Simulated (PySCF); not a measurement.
Species: H₄O₄Si.
Z-matrix (Å and degrees, PBE0-D3(BJ)/def2-TZVP geometry), rows numbered from 1:
```
O 
Si  1  1.6306
O   2  1.6312  1  106.37
O   2  1.6310  1  106.39  3  -124.02
O   2  1.6312  1  115.83  3   118.02
H   1  0.9580  2  116.57  3   161.33
H   3  0.9581  2  116.44  1   -36.38
H   4  0.9580  2  116.54  1  -160.99
H   5  0.9581  2  116.42  1   -81.39
```

All values: wB97X-D/pcSseg-2 (PySCF, non-relativistic), on one gas-phase PBE0-D3(BJ)/def2-TZVP geometry that isn't relaxed in the solvent. The solvent is an IEF-PCM continuum (van der Waals radii × 1.2). The model holds no explicit solvent molecules, cavitation or dispersion.

Gas phase at wB97X-D/pcSseg-2: HOMO -11.16 eV, LUMO 1.77 eV, dipole 0.02 D.

Problem. What does the continuum do to the energy, the frontier levels and the dipole at wB97X-D/pcSseg-2 in chloroform?

Solution. 
```tsv
solvent	ε	E(solvent) − E(gas) (kcal/mol)	polarisation term (kcal/mol)	distortion of the solute (kcal/mol)	HOMO (eV)	LUMO (eV)	dipole (D)
chloroform	4.711	-8.37	-8.82	0.45	-11.16	1.98	0.02
```

The polarisation term is half the interaction of the solute with the surface charges that it induces; the rest is the cost of distorting the solute's density. The sum is the electrostatic part of solvation alone. Charge and dipole vanish, so a point-dipole model would give no lowering at all.

wB97X-D is run here without its empirical dispersion term; that term would change no orbital, density or response property at a fixed geometry.
